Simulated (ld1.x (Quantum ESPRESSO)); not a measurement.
Before and after: TM potential for manganese (Mn)

* Element: Mn
* Generator: ld1.x (Quantum ESPRESSO) 7.5
* Type: norm-conserving Troullier–Martins (Kleinman–Bylander form)
* Functional: PBEsol
* Relativity: scalar-relativistic
* Frozen core: [Ar]
* Valence charge: 7
* Reference configuration: 3d5 4s0 4p0 (charge +2)
* Partial waves: 4p (bound, empty): rc 2.75 bohr; 3d (bound): rc 1.45 bohr; 4f channel at 0.05 Ry: rc 2.70 bohr; 4s (bound, empty): rc 2.15 bohr
* Local potential: the s channel
* Core correction: none

Change: core correction a·sin(br)/r model core inside 1.04 bohr.

Cutoffs: the cutoffs (Ry, on a coarse ladder) from which the occupation-weighted sum of valence levels, in a spherical-Bessel basis at the reference potential, stays within 10 and 1 mRy of its value at 400 Ry; they do not see the model core or the augmentation charge, which bear on the density cutoff. Errors are all-electron minus pseudo energies relative to the spin-unpolarised reference configuration.

What does the change do?

The potential gets neither clearly harder nor softer (110 Ry and 160 Ry → 110 Ry and 160 Ry); of the 7 tests that both files solve, the error grows in 2 and shrinks in 5 by more than 15 % and 0.3 meV (median size 130.8 → 25.5 meV); neither file shows a bound ghost. A model core, the more so a compact one, raises the density cutoff, which this test does not measure.

```tsv
quantity	base	changed
cutoff, loose	110 Ry	110 Ry
cutoff, tight	160 Ry	160 Ry
bound ghosts	none	none
error for 3d5 4s2 4p0, meV [ΔE -23.94 eV]	+172	-36
error for 3d5 4s1 4p0, meV [ΔE -15.51 eV]	+80	-14
error for 3d4 4s0 4p0, meV [ΔE 32.48 eV]	-391	-569
error for 3d5 4s0 4p1, meV [ΔE -10.75 eV]	+49	-5.9
error for 3d5 4s1 4p1, meV [ΔE -20.06 eV]	+128	-21
error for 3d5 4s1.5 4p0, meV [ΔE -20.57 eV]	+131	-25
error for 3d4 4s2 4p1, meV [ΔE -16.12 eV]	-289	-657
s: phases at 3.00 bohr within 0.05 rad from the reference energy up to (Ry; the scan ends near 5)	0.9	0.9
p: phases at 3.00 bohr within 0.05 rad from the reference energy up to (Ry; the scan ends near 5)	2.4	2.4
d: phases at 3.00 bohr within 0.05 rad from the reference energy up to (Ry; the scan ends near 5)	-0.7	-0.7
f: phases at 3.00 bohr within 0.05 rad from the reference energy up to (Ry; the scan ends near 5)	3.7	3.7
```
